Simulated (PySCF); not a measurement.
PySCF input for C₃H₅BO₂, SMILES C=C1OCB1O, C-PCM-M06-2X/def2-SVP. Coordinates come from a PBE0-D3(BJ)/def2-SVP optimisation. The structure was generated by enumeration, and PubChem lists no compound with its InChIKey, so it may never have been made. Other conformers were not sampled.

```python
import numpy as np
from pyscf import gto, scf, dft
from pyscf.solvent import pcm

mol = gto.M(
    atom='''
    C    -1.02358548   -1.83513623    0.00000000
    C    -0.22237269   -0.76489303    0.00000000
    O     1.16203168   -0.79352558    0.00000000
    C     1.36700082    0.64246453    0.00000000
    B    -0.22243746    0.79851630   -0.00000000
    O    -1.15452713    1.75817720   -0.00000000
    H    -2.10491739   -1.69218924   -0.00000000
    H    -0.62414229   -2.85286035    0.00000000
    H     1.92576554    0.96416728    0.89587839
    H     1.92576554    0.96416728   -0.89587839
    H    -0.79657642    2.65230892   -0.00000000
    ''',
    basis='def2-SVP',
    charge=0,
    spin=0,
    max_memory=1600,
    verbose=3,
)
mf = dft.RKS(mol, xc='m06-2x').density_fit(auxbasis='def2-universal-jkfit')
mf.grids.level = 4
mf.conv_tol = 1e-9
mf.max_cycle = 100
mf.kernel()
res = {}
for name, eps in {'water': 78.355, 'N,N-dimethylformamide': 37.219, 'methanol': 32.613}.items():
    s = mf.PCM()
    s.with_solvent.method, s.with_solvent.eps, s.with_solvent.lebedev_order = 'C-PCM', eps, 29
    s.kernel(mf.make_rdm1())
    res[name] = (s.e_tot, eps, s.dip_moment(), s.mo_energy, s.converged)
    print(f'{name}: electrostatic solvation free energy {(s.e_tot - mf.e_tot) * 627.509474:.3f} kcal/mol')
```

It prints:

```
converged SCF energy = -292.274031411417

WARN: PCM is an experimental feature. It is still in testing.
Features and APIs may be changed in the future.

converged SCF energy = -292.286323199328
Dipole moment(X, Y, Z, Debye):  0.25214,  4.03123,  0.00000
water: electrostatic solvation free energy -7.713 kcal/mol

WARN: PCM is an experimental feature. It is still in testing.
Features and APIs may be changed in the future.

converged SCF energy = -292.286121676547
Dipole moment(X, Y, Z, Debye):  0.25017,  4.01671,  0.00000
N,N-dimethylformamide: electrostatic solvation free energy -7.587 kcal/mol

WARN: PCM is an experimental feature. It is still in testing.
Features and APIs may be changed in the future.

converged SCF energy = -292.28606761465
Dipole moment(X, Y, Z, Debye):  0.24964,  4.01282,  0.00000
methanol: electrostatic solvation free energy -7.553 kcal/mol
```

Self-consistency was reached.

Cost: roughly 4 core-minutes.
